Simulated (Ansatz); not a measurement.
`C=[C]([GaH2])[SnH3]` + `[GeH3][TeH]` → `[GaH2][Te][GeH3]` + `C=[CH][SnH3]` at 500 K and 1 bar (ligand exchange at a Ga–C bond).

Calculated with Ansatz (gas phase, PBE0-D4/def2-TZVP geometries, no zero-point term in ΔE). CCSD(T)/CBS is the MP2 limit (def2-TZVPP, def2-QZVPP) plus CCSD(T) − MP2 in def2-TZVPP, frozen cores. Elements past krypton have def2 core potentials. For Ga, Ge, Sn, Te outer-core shells are correlated without core-valence functions, which leaves a few kJ/mol of doubt a bond. Scalar relativity is left out up to krypton.

```
              species  CCSD(T)/CBS energy (Eh)  H − E (kJ/mol)  S (J/(mol·K))
`C=[C]([GaH2])[SnH3]`              -2218.21223           223.6          454.4
        `[GeH3][TeH]`              -2346.24724           110.0          352.4
   `[GaH2][Te][GeH3]`              -4270.82186           143.9          442.1
       `C=[CH][SnH3]`               -293.68430           200.1          366.8
```

H − E and S are ideal-gas, rigid-rotor, harmonic terms from PBE0-D4/def2-TZVP. 1 Eh = 2625.50 kJ/mol, R = 8.31446 J/(mol·K).

By hand: ΔE, ΔH, ΔS and ΔG.

ΔE = (-4270.82186) + (-293.68430) − (-2218.21223) − (-2346.24724) = -0.04669 Eh = -122.6 kJ/mol. Δ(H − E) = 143.9 + 200.1 − 223.6 − 110.0 = 10.4, so ΔH = -112.2 kJ/mol. ΔS = 442.1 + 366.8 − 454.4 − 352.4 = 2.1 J/(mol·K). ΔG = -112.2 − 500 × (2.1)/1000 = -113.2 kJ/mol.

By hand: the equilibrium constant, and the temperature at which ΔG would vanish if ΔH and ΔS stayed fixed.

log₁₀ K = −ΔG/(RT ln 10) = 11.8. ΔH and −TΔS have one sign here, so there is no such temperature. One of them is within its doubt of zero, so this could turn.

The number of gas molecules stays the same, so ΔS is small and ΔH decides. A doubt of 5 kJ/mol in ΔE shifts log₁₀ K by 0.5 here. Modes under 60 cm⁻¹, often nearly free rotors, make the harmonic entropy too high. These are equilibria of isolated gas molecules and say nothing of rates. Largest T1 diagnostic: 0.013 (customary marks: 0.02 for closed shells, 0.045 for open ones).
